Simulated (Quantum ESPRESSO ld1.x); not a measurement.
Results of a calculation; reference values are marked as such.
Question: Cu, configuration [Ne] 3s2 3p5.75 3d10 4s1 5s0.25 (fractional occupations, a model configuration). Level of theory: non-relativistic Kohn-Sham, LDA (Slater exchange, Perdew-Zunger correlation), spin-polarised, spherical densities, point nucleus; open shells are filled with parallel spins first (ld1.x of Quantum ESPRESSO 7.5). Some entries of the table are withheld. Estimate them.

| orbital | occ. | eigenvalue (eV) | r(max) (bohr) | <r^2> (bohr^2) |
|---|---|---|---|---|
| 1s up | 1 | -8732.99 | 0.03494 | 0.003761 |
| 1s down | 1 | -8732.80 | 0.03494 | 0.003761 |
| 2s up | 1 | -1040.89 | 0.2001 | 0.06739 |
| 2s down | 1 | -1040.76 | 0.2001 | 0.06738 |
| 2p up | 3 | -914.206 | 0.1595 | 0.05301 |
| 2p down | 3 | -914.031 | 0.1595 | 0.05301 |
| 3s up | 1 | -113.320 | 0.6222 | 0.6050 |
| 3s down | 1 | -112.960 | 0.6223 | 0.6051 |
| 3p up | 3 | -73.8899 | 0.6224 | 0.6727 |
| 3p down | 2.75 | -73.5282 | 0.6225 | 0.6724 |
| 3d up | 5 | -8.1777 | 0.5966 | 1.424 |
| 3d down | 5 | -7.7692 | 0.5963 | 1.386 |
| 4s up | 1 | -6.3489 | (1) | (2) |
| 4s down | 0 | -5.5219 | (3) | (4) |
| 4p up | 0 | -1.9332 | 3.135 | 22.99 |
| 4p down | 0 | -1.3268 | 3.323 | 30.48 |
| 5s up | 0.25 | -0.7496 | 9.492 | 131.7 |
| 5s down | 0 | -0.5890 | 10.13 | 153.1 |
| 4d up | 0 | -0.1117 | 13.91 | 303.4 |

Answer: 
(1) 4s up r(max) (bohr): 2.238
(2) 4s up <r^2> (bohr^2): 9.155
(3) 4s down r(max) (bohr): 2.229
(4) 4s down <r^2> (bohr^2): 9.502
